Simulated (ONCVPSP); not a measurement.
**Se (Z = 34): excitation energies, all-electron against ONCV**

- Element: selenium (Se)
- Generator: ONCVPSP 4.0.1
- Type: optimised norm-conserving Vanderbilt (ONCV)
- Functional: revPBE
- Relativity: fully relativistic
- Frozen core: [Ar] 3d10
- Valence charge: 6
- Reference configuration: 4s2 4p4
- Partial waves: 4s: rc 1.60 bohr, ncon 4, nbas 9, qcut 4.4 1/bohr, 1 projector; 4p: rc 1.90 bohr, ncon 4, nbas 8, qcut 4.4 1/bohr, 1 projector; d scattering state at 0.32 Ha: rc 1.80 bohr, ncon 4, nbas 8, qcut 5.4 1/bohr, 1 projector
- Local potential: polynomial inside 1.30 bohr (lpopt 5, dvloc0 3 Ha)
- Core correction: Teter function, fcfact 4, rcfact 1.6

Open shells are filled in proportion to 2j + 1.

Energies are relative to the spin-unpolarised reference configuration 4s2 4p4; without spin polarisation the order of configurations can differ from experiment.

Problem. Give the all-electron excitation energy and the error of the potential for: 4s2 4p3; 4s2 4p2; 4s2 4p1; 4s1 4p5.

Solution.

```tsv
valence configuration	charge	ΔE all-electron (eV)	error AE − PS (meV)
4s2 4p3	+1	10.810	-6.0
4s2 4p2	+2	31.116	-60
4s2 4p1	+3	61.921	-262
4s1 4p5	0	10.850	-6.4
```
